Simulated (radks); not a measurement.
Coulomb parameter of the 3d shell of neutral iron in the model configuration [Ar] 3d4 4s2 4p2, as a second difference U = [E(n + 0.25) + E(n - 0.25) - 2 E(n)] / (0.25)^2 with all orbitals relaxed. "Bare": the charge of the atom changes with n. "Screened": the 4p shell takes up the change at fixed total charge, which measures U(3d,3d) + U(4p,4p) - 2 U(3d,4p). All-electron calculation, scalar-relativistic Kohn-Sham, LDA (Slater exchange, Perdew-Wang correlation), spin-unpolarised, spherical densities, finite nucleus; Fermi nuclear charge, rms radius 3.7377 fm. Program: a radial shooting solver on a logarithmic mesh with Libxc functionals.

case                     configuration  E - E(n) (eV)
start                 [Ar] 3d4 4s2 4p2          0.000
bare +0.25         [Ar] 3d4.25 4s2 4p2         -4.969
bare -0.25         [Ar] 3d3.75 4s2 4p2          5.887
screened +0.25  [Ar] 3d4.25 4s2 4p1.75         -4.243
screened -0.25  [Ar] 3d3.75 4s2 4p2.25          4.652

U(bare) = 14.698 eV, U(screened by 4p) = 6.546 eV, against the Slater integral F0(3d,3d) = 26.098 eV with frozen orbitals. The step up makes a negative ion, whose loosely bound charge lowers the bare value.
